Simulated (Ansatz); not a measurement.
`F[Si](F)([SiH3])Cl`. Charge 0, multiplicity 1. The structure was optimised at the PBE0-D4/def2-TZVP level.

```xyz
8

F    -1.232   -1.391    1.279
Si   -0.162   -0.241    1.066
F     1.161   -0.722    1.794
Si    0.211    0.167   -1.198
Cl   -0.833    1.416    2.036
H    -1.069    0.601   -1.810
H     0.698   -1.074   -1.851
H     1.226    1.243   -1.316
```

(1) What is the dipole moment at B3LYP/def2-TZVPP? (An estimate is asked.)

(2) And with PBE, r2SCAN, ωB97M-V? (An estimate is asked.)

(3) Give the Mulliken charges with B3LYP, PBE, ωB97M-V in def2-TZVPP. (Best estimate.)

Answers

(1) Computed: 1.90 D, with components (0.23, 0.57, -1.80) D in this frame, pointing from negative to positive charge.

(2) Computed: PBE 1.77 D, r2SCAN 1.82 D, ωB97M-V 1.89 D.

(3) Computed: 
```json
{"atom": "F1", "B3LYP": "-0.29", "PBE": "-0.25", "ωB97M-V": "-0.28"}
{"atom": "Si2", "B3LYP": "0.80", "PBE": "0.70", "ωB97M-V": "0.74"}
{"atom": "F3", "B3LYP": "-0.29", "PBE": "-0.25", "ωB97M-V": "-0.28"}
{"atom": "Si4", "B3LYP": "0.11", "PBE": "0.05", "ωB97M-V": "0.00"}
{"atom": "Cl5", "B3LYP": "-0.21", "PBE": "-0.19", "ωB97M-V": "-0.18"}
{"atom": "H6", "B3LYP": "-0.04", "PBE": "-0.02", "ωB97M-V": "0.00"}
{"atom": "H7", "B3LYP": "-0.04", "PBE": "-0.03", "ωB97M-V": "0.00"}
{"atom": "H8", "B3LYP": "-0.04", "PBE": "-0.02", "ωB97M-V": "0.00"}
```

B3LYP here is the variant with VWN-RPA as its local correlation; programs differ in this.
